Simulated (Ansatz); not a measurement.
Total energies of CH4Cl2OZr, SMILES `[CH3][Zr]([OH])([Cl])[Cl]`.

Z-matrix (Å, degrees):
```
C
Zr 1 2.194
H 1 1.096 2 110.2
H 1 1.096 2 111.0 3 -119.9
H 1 1.096 2 111.0 3 119.9
O 2 1.890 1 104.7 3 179.8
Cl 2 2.351 1 106.3 3 -60.9
Cl 2 2.351 1 106.3 3 60.5
H 6 0.954 2 169.1 1 -179.9
```

Total charge 0; spin multiplicity 1. Correlated methods include outer-core shells of Zr, which these sets cover unevenly. Zr: def2 effective core potential. All single points use the PBE0-D4/def2-TZVP geometry. It is one conformer, not always the lowest. Basis def2-TZVPP, Ansatz.

RPA on PBE orbitals: Hartree–Fock energy of these orbitals -1080.83969 Eh, correlation -1.80998 Eh (frozen core).

| functional | energy without D4 (Eh) | D4 term (kJ/mol) |
| --- | --- | --- |
| LDA (SPW92) | -1079.50560 | – |
| PBE | -1083.01176 | -22.3 |
| revPBE | -1083.34401 | -51.3 |
| BLYP | -1083.44370 | -45.5 |
| r2SCAN | -1083.41893 | -5.6 |
| B97M-V | -1083.26827 | – |
| PBE0 | -1083.06485 | -19.5 |
| B3LYP | -1083.56383 | -35.9 |
| r2SCANh | -1083.39274 | -6.2 |
| r2SCAN0 | -1083.35513 | -6.9 |
| HSE06 (plane-wave form) | -1083.04240 | -18.6 |
| BHLYP | -1083.35577 | -32.8 |
| CAM-B3LYP | -1083.45252 | -20.5 |
| LC-ωPBE | -1083.20388 | – |
| ωB97X-V | -1083.30558 | – |
| ωB97M-V | -1083.33447 | – |
| B2PLYP | -1083.08331 | – |
| PBE-QIDH | -1082.82731 | – |

B3LYP takes the VWN-RPA correlation (the form of Gaussian; ORCA's B3LYP/G). HSE06 is the plane-wave form, built on full-range PBE exchange. The double hybrids freeze the cores in their second-order part.

LC-ωPBE has ω = 0.4 bohr⁻¹.
